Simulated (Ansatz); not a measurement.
`[BH2][GeH]([CH3])[SiH3]` + H–F → `[CH3][GeH]([F])[SiH3]` + BH₃ at 298.15 K and 1 bar (cleavage of the Ge–B bond).

Calculated with Ansatz (gas phase, PBE0-D4/def2-TZVP geometries, no zero-point term in ΔE). CCSD(T)/CBS adds triple-zeta CCSD(T) − MP2 to the extrapolated MP2 energy (def2 sets, frozen cores). This one scheme is used for every species. For Ge outer-core shells are correlated without core-valence functions, which leaves a few kJ/mol of doubt a bond. Scalar relativity is left out up to krypton.

| species | CCSD(T)/CBS energy (Eh) | H − E (kJ/mol) | S (J/(mol·K)) |
| --- | --- | --- | --- |
| `[BH2][GeH]([CH3])[SiH3]` | -2433.42294 | 260.5 | 386.0 |
| H–F | -100.39570 | 33.5 | 173.6 |
| `[CH3][GeH]([F])[SiH3]` | -2507.28788 | 211.0 | 366.8 |
| BH₃ | -26.55200 | 78.7 | 188.3 |

H − E and S are ideal-gas, rigid-rotor, harmonic terms from PBE0-D4/def2-TZVP, for one conformer and one mirror image of each species. 1 Eh = 2625.50 kJ/mol, R = 8.31446 J/(mol·K).

**Question.** By hand: ΔE, ΔH, ΔS and ΔG.

**Answer.** ΔE = (-2507.28788) + (-26.55200) − (-2433.42294) − (-100.39570) = -0.02124 Eh = -55.8 kJ/mol. Δ(H − E) = 211.0 + 78.7 − 260.5 − 33.5 = -4.3, so ΔH = -60.1 kJ/mol. ΔS = 366.8 + 188.3 − 386.0 − 173.6 = -4.5 J/(mol·K). ΔG = -60.1 − 298.15 × (-4.5)/1000 = -58.8 kJ/mol.

**Question.** By hand: the equilibrium constant, and the temperature at which ΔG would vanish if ΔH and ΔS stayed fixed.

**Answer.** log₁₀ K = −ΔG/(RT ln 10) = 10.3. ΔG = 0 at ΔH/ΔS = 13356 K, far beyond where these terms or the molecules hold.

The number of gas molecules stays the same, so ΔS is small and ΔH decides. A doubt of 5 kJ/mol in ΔE shifts log₁₀ K by 0.9 here. Other conformers and mirror images would add mixing entropy, several J/(mol·K) or more a flexible species. These are equilibria of isolated gas molecules and say nothing of rates. Largest T1 diagnostic: 0.012 (customary marks: 0.02 for closed shells, 0.045 for open ones).
